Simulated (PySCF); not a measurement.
C5H5Cl3F (doublet state).
Z-matrix (Å and degrees, GFN2-xTB geometry), rows numbered from 1:
```
C 
C   1  1.3680
C   2  1.3792  1  123.72
C   3  1.4869  2  123.06  1   178.75
F   4  1.3711  3  111.60  2    21.34
C   4  1.5487  3  111.35  2   -98.93
Cl  6  1.7770  4  110.51  3   178.85
Cl  6  1.7725  4  108.66  3   -61.93
Cl  6  1.7703  4  110.57  3    57.88
H   1  1.0741  2  121.33  3   179.89
H   1  1.0760  2  121.05  3    -0.42
H   2  1.0821  1  118.72  3  -179.26
H   3  1.0777  2  120.85  1     0.97
H   4  1.1000  3  111.89  2   140.72
```

The hyperfine couplings belong to this conformer and change with its torsions.

Identity: `[CH2]/C=C/[C@H](F)C(Cl)(Cl)Cl` [radical].

Level of theory: PySCF, UKS B3LYP, pcH-1 on C Cl F H, non-relativistic, mean-field spin-orbit, GIAO. One conformer (not necessarily the lowest) at the GFN2-xTB geometry, without solvent, vibrations or thermal averaging. Couplings are sensitive to structure, and on GFN2-xTB geometries they can be far from those on DFT ones. No stability test was run, so a lower SCF solution isn't excluded. ⟨S²⟩ is 0.776 where a pure state has 0.75.

The largest Mulliken spin populations are on C1 (+0.66), C3 (+0.65) and C2 (-0.26). The angles at C1 add up to 360.0°, so it is planar; its axial dipolar tensor and the negative couplings of its protons fit spin in a p orbital normal to that plane.

(1) McConnell's relation a(H) = Q·ρ ties the coupling of a proton on a planar π carbon to the spin population of that carbon. What Q do the computed values give?

(2) Leave H11 and its like out of the fit. How well does the relation then predict its coupling?

Results:

(1) 
```tsv
H	C	ρ(C)	a(H) (G)	a/ρ (G)
H10	C1	+0.660	-14.69	-22.2
H11	C1	+0.660	-13.90	-21.1
H12	C2	-0.257	+4.33	-16.9
H13	C3	+0.652	-14.59	-22.4
```

A least-squares line through the origin gives Q = -21.6 G with Mulliken populations. Where ρ is negative the coupling is positive.

(2) The other protons give Q = -21.6 G, so a = -21.6 × 0.660 ≈ -14.29 G, against the computed -13.90 G.

Couplings in gauss use g_iso = 2.0033.

Time: 2.2 min (grids of density and orbitals included); peak memory 1.1 GiB. Hardware: one thread of an Arm Neoverse V2, shared host with 96 logical CPUs at a one-minute load of 35.
